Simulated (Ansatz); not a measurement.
Reaction (ligand exchange at the Si–C bond): `OC(F)([SiH3])CF` + `O[Si]S` → `[SiH3]O[Si]S` + `OC(F)CF`

Calculated with Ansatz (gas phase, PBE0-D4/def2-TZVP geometries, no zero-point term in ΔE). CBS: MP2 limit from def2 TZ/QZ plus the TZ coupled-cluster correction, frozen cores. This one scheme is used for every species. Functionals use def2-TZVPP. One conformer a species, not always the lowest.

`OC(F)([SiH3])CF`:

```xyz
12

O     0.599   -1.290    0.856
C     0.382   -0.301   -0.074
F     1.245   -0.497   -1.165
Si   -1.409   -0.490   -0.745
C     0.693    1.068    0.489
F     1.905    1.022    1.156
H     1.423   -1.091    1.320
H    -2.369   -0.308    0.373
H    -1.528   -1.842   -1.336
H    -1.635    0.558   -1.773
H    -0.074    1.364    1.210
H     0.767    1.807   -0.311
```

`O[Si]S`:

Cartesian coordinates in Å:
```
O 0.661 -0.896 0.853
Si -0.868 -1.026 0.258
S -1.121 0.754 -0.968
H 1.242 -0.159 0.648
H 0.085 1.326 -0.792
```

`[SiH3]O[Si]S`:

```xyz
8

Si   -0.131    1.422    0.160
O    -0.106   -0.219    0.003
Si   -1.091   -1.538    0.079
S     0.332   -3.102   -0.360
H     0.309    2.026   -1.120
H    -1.504    1.886    0.489
H     0.802    1.806    1.247
H     1.388   -2.280   -0.498
```

`OC(F)CF`:

```xyz
9

O     1.182   -1.017    0.205
C    -0.139   -0.678    0.118
F    -0.697   -1.211   -1.032
C    -0.356    0.819    0.097
F     0.508    1.385   -0.823
H     1.672   -0.465   -0.417
H    -0.659   -1.131    0.967
H    -0.131    1.240    1.080
H    -1.380    1.058   -0.194
```

```json
{"species": "`OC(F)([SiH3])CF`", "PBE-D4 energy (Eh)": "-643.85295"}
{"species": "`O[Si]S`", "PBE-D4 energy (Eh)": "-763.82083"}
{"species": "`[SiH3]O[Si]S`", "PBE-D4 energy (Eh)": "-1054.40389"}
{"species": "`OC(F)CF`", "PBE-D4 energy (Eh)": "-353.31272"}
```

**Question.** Work out ΔE.

**Answer.** ΔE = (-1054.40389) + (-353.31272) − (-643.85295) − (-763.82083) = -0.04283 Eh = -26.9 kcal/mol. CCSD(T)/CBS gives -31.0 kcal/mol.

Largest T1 diagnostic among the species: 0.015.

In def2-TZVPP, CCSD(T) changes the Hartree–Fock value by +6.5 kcal/mol (the triples alone add +1.0 kcal/mol) and MP2 by +5.7 kcal/mol. From PBE to PBE0 (25 % exact exchange), in def2-TZVPP and without D4, ΔE moves by −2.4 kcal/mol.
